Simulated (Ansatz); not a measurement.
Harmonic vibrations of CH$_{4}$AlI by finite differences.

```yaml
crystal:
  periodic: [false, false, false]
  atoms:
    - {symbol: Al, position_ang: [-0.773874, 0.164212, -0.721402]}
    - {symbol: C, position_ang: [0.854913, 0.157910, 0.371818]}
    - {symbol: I, position_ang: [-0.120678, -1.449917, 1.506866]}
    - {symbol: H, position_ang: [-0.793391, -0.743834, -2.017132]}
    - {symbol: H, position_ang: [-1.936097, 1.154683, -0.306713]}
    - {symbol: H, position_ang: [1.049505, 0.933528, 1.108629]}
    - {symbol: H, position_ang: [1.780824, -0.284583, 0.012235]}
basis:
  gaussian: {orbitals: def2-TZVP}
hamiltonian: {xc: pbe0, dispersion: d4}
phonons: {temperatures: {t_min: 298.15, t_max: 900, t_step: 200}}
```

```sh
$ ansatz run in.yaml --threads 2 --pin off --events-out ev --progress --plain --max-ram 4352MiB
```

Output, abridged:

```
Functional definition: PBE0
mean field -15796.35949552 eV, -580.5055043032 hartree, gradient 2.0e-5 eV, S^2 0.000000; 0 other end points of the search recorded, 0 dependent functions left out
mean field -15796.35943711 eV, -580.5055021569 hartree, gradient 2.7e-6 eV, S^2 0.000000; 0 other end points of the search recorded, 0 dependent functions left out
mean field -15796.35943193 eV, -580.5055019666 hartree, gradient 2.7e-6 eV, S^2 0.000000; 0 other end points of the search recorded, 0 dependent functions left out
mean field -15796.35945863 eV, -580.5055029476 hartree, gradient 2.7e-6 eV, S^2 0.000000; 0 other end points of the search recorded, 0 dependent functions left out
mean field -15796.35944932 eV, -580.5055026055 hartree, gradient 2.7e-6 eV, S^2 0.000000; 0 other end points of the search recorded, 0 dependent functions left out
mean field -15796.35942630 eV, -580.5055017594 hartree, gradient 2.7e-6 eV, S^2 0.000000; 0 other end points of the search recorded, 0 dependent functions left out
mean field -15796.35945234 eV, -580.5055027166 hartree, gradient 2.7e-6 eV, S^2 0.000000; 0 other end points of the search recorded, 0 dependent functions left out
mean field -15796.35937571 eV, -580.5054999005 hartree, gradient 2.7e-6 eV, S^2 0.000000; 0 other end points of the search recorded, 0 dependent functions left out
mean field -15796.35935262 eV, -580.5054990520 hartree, gradient 2.7e-6 eV, S^2 0.000000; 0 other end points of the search recorded, 0 dependent functions left out
mean field -15796.35939867 eV, -580.5055007442 hartree, gradient 2.7e-6 eV, S^2 0.000000; 0 other end points of the search recorded, 0 dependent functions left out
mean field -15796.35939596 eV, -580.5055006447 hartree, gradient 2.7e-6 eV, S^2 0.000000; 0 other end points of the search recorded, 0 dependent functions left out
mean field -15796.35940855 eV, -580.5055011072 hartree, gradient 2.7e-6 eV, S^2 0.000000; 0 other end points of the search recorded, 0 dependent functions left out
mean field -15796.35939148 eV, -580.5055004797 hartree, gradient 2.7e-6 eV, S^2 0.000000; 0 other end points of the search recorded, 0 dependent functions left out
mean field -15796.35948821 eV, -580.5055040349 hartree, gradient 2.7e-6 eV, S^2 0.000000; 0 other end points of the search recorded, 0 dependent functions left out
mean field -15796.35948200 eV, -580.5055038065 hartree, gradient 2.7e-6 eV, S^2 0.000000; 0 other end points of the search recorded, 0 dependent functions left out
mean field -15796.35945635 eV, -580.5055028637 hartree, gradient 2.7e-6 eV, S^2 0.000000; 0 other end points of the search recorded, 0 dependent functions left out
mean field -15796.35948957 eV, -580.5055040845 hartree, gradient 2.7e-6 eV, S^2 0.000000; 0 other end points of the search recorded, 0 dependent functions left out
mean field -15796.35950227 eV, -580.5055045513 hartree, gradient 2.7e-6 eV, S^2 0.000000; 0 other end points of the search recorded, 0 dependent functions left out
mean field -15796.35945968 eV, -580.5055029862 hartree, gradient 2.7e-6 eV, S^2 0.000000; 0 other end points of the search recorded, 0 dependent functions left out
mean field -15796.35948314 eV, -580.5055038485 hartree, gradient 2.7e-6 eV, S^2 0.000000; 0 other end points of the search recorded, 0 dependent functions left out
mean field -15796.35949991 eV, -580.5055044645 hartree, gradient 2.7e-6 eV, S^2 0.000000; 0 other end points of the search recorded, 0 dependent functions left out
mean field -15796.35947563 eV, -580.5055035723 hartree, gradient 2.7e-6 eV, S^2 0.000000; 0 other end points of the search recorded, 0 dependent functions left out
mean field -15796.35948403 eV, -580.5055038813 hartree, gradient 2.7e-6 eV, S^2 0.000000; 0 other end points of the search recorded, 0 dependent functions left out
mean field -15796.35945128 eV, -580.5055026775 hartree, gradient 2.7e-6 eV, S^2 0.000000; 0 other end points of the search recorded, 0 dependent functions left out
mean field -15796.35948185 eV, -580.5055038011 hartree, gradient 2.7e-6 eV, S^2 0.000000; 0 other end points of the search recorded, 0 dependent functions left out
mean field -15796.35945839 eV, -580.5055029390 hartree, gradient 2.7e-6 eV, S^2 0.000000; 0 other end points of the search recorded, 0 dependent functions left out
mean field -15796.35948387 eV, -580.5055038751 hartree, gradient 2.7e-6 eV, S^2 0.000000; 0 other end points of the search recorded, 0 dependent functions left out
mean field -15796.35948723 eV, -580.5055039987 hartree, gradient 2.7e-6 eV, S^2 0.000000; 0 other end points of the search recorded, 0 dependent functions left out
mean field -15796.35946795 eV, -580.5055032902 hartree, gradient 2.7e-6 eV, S^2 0.000000; 0 other end points of the search recorded, 0 dependent functions left out
mean field -15796.35948678 eV, -580.5055039821 hartree, gradient 2.7e-6 eV, S^2 0.000000; 0 other end points of the search recorded, 0 dependent functions left out
mean field -15796.35949162 eV, -580.5055041599 hartree, gradient 2.7e-6 eV, S^2 0.000000; 0 other end points of the search recorded, 0 dependent functions left out
mean field -15796.35948462 eV, -580.5055039027 hartree, gradient 2.7e-6 eV, S^2 0.000000; 0 other end points of the search recorded, 0 dependent functions left out
mean field -15796.35947691 eV, -580.5055036196 hartree, gradient 2.7e-6 eV, S^2 0.000000; 0 other end points of the search recorded, 0 dependent functions left out
mean field -15796.35943653 eV, -580.5055021355 hartree, gradient 2.7e-6 eV, S^2 0.000000; 0 other end points of the search recorded, 0 dependent functions left out
mean field -15796.35943572 eV, -580.5055021057 hartree, gradient 2.7e-6 eV, S^2 0.000000; 0 other end points of the search recorded, 0 dependent functions left out
mean field -15796.35944097 eV, -580.5055022986 hartree, gradient 2.7e-6 eV, S^2 0.000000; 0 other end points of the search recorded, 0 dependent functions left out
mean field -15796.35943847 eV, -580.5055022066 hartree, gradient 2.7e-6 eV, S^2 0.000000; 0 other end points of the search recorded, 0 dependent functions left out
mean field -15796.35941548 eV, -580.5055013620 hartree, gradient 2.7e-6 eV, S^2 0.000000; 0 other end points of the search recorded, 0 dependent functions left out
mean field -15796.35941546 eV, -580.5055013613 hartree, gradient 2.7e-6 eV, S^2 0.000000; 0 other end points of the search recorded, 0 dependent functions left out
mean field -15796.35947114 eV, -580.5055034076 hartree, gradient 2.7e-6 eV, S^2 0.000000; 0 other end points of the search recorded, 0 dependent functions left out
mean field -15796.35946165 eV, -580.5055030586 hartree, gradient 2.7e-6 eV, S^2 0.000000; 0 other end points of the search recorded, 0 dependent functions left out
mean field -15796.35947439 eV, -580.5055035270 hartree, gradient 2.7e-6 eV, S^2 0.000000; 0 other end points of the search recorded, 0 dependent functions left out
mean field -15796.35947511 eV, -580.5055035532 hartree, gradient 2.7e-6 eV, S^2 0.000000; 0 other end points of the search recorded, 0 dependent functions left out
Total energy: -15796.48602060 eV, -580.5101540144 hartree
Atom 0 at    -0.773874     0.164212    -0.721402 Å, force     0.003376     0.000367    -0.002022 eV/Å
Atom 1 at     0.854913     0.157910     0.371818 Å, force    -0.000349    -0.001024     0.001902 eV/Å
Atom 2 at    -0.120678    -1.449917     1.506866 Å, force    -0.000621     0.000575    -0.000731 eV/Å
Atom 3 at    -0.793391    -0.743834    -2.017132 Å, force    -0.001517    -0.001164     0.000096 eV/Å
Atom 4 at    -1.936097     1.154683    -0.306713 Å, force    -0.000483    -0.000221     0.001091 eV/Å
Atom 5 at     1.049505     0.933528     1.108629 Å, force     0.000583    -0.000081     0.000208 eV/Å
Atom 6 at     1.780824    -0.284583     0.012235 Å, force    -0.000988     0.001548    -0.000544 eV/Å
Dipole moment:     0.291545     0.098628     0.085473 e Å
Vibrations: 153.16 285.84 401.89 462.26 575.57 643.64 689.21 757.64 946.85 1013.33 1395.60 1934.23 1944.55 3124.85 3209.04 cm⁻¹, zero-point energy 1.087198 eV
```

Run time 50 s (2 threads of an Intel Xeon 6975P-C on a shared host); peak host memory 0.35 GiB.
